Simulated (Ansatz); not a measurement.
Input for Ansatz (a program for electronic structure): R-SVWN5/def2-TZVPP on AlAsH4O (SMILES [OH][AlH][AsH2]), a point of a torsion scan.

Ansatz 0.2 input:
```yaml
crystal:
  periodic: [false, false, false]
  atoms:
    - {symbol: O, position_ang: [-1.63133000, -0.59197832, 0.44337681]}
    - {symbol: Al, position_ang: [-0.46600646, 0.36786767, -0.21504364]}
    - {symbol: As, position_ang: [1.89825125, -0.05521246, 0.01167374]}
    - {symbol: H, position_ang: [-2.36959727, -1.07559920, 0.78913709]}
    - {symbol: H, position_ang: [-1.04469347, 1.59666526, -0.96041099]}
    - {symbol: H, position_ang: [1.47361505, -1.26402662, 0.81698645]}
    - {symbol: H, position_ang: [1.77898674, 0.77612184, 1.27610463]}
basis:
  gaussian:
    orbitals: def2-TZVPP
hamiltonian:
  xc: {name: SVWN5}
scf: {lower_state_search: off}
```

### Question
Give the final energy of this run.

### Answer
-2551.1435 hartree.
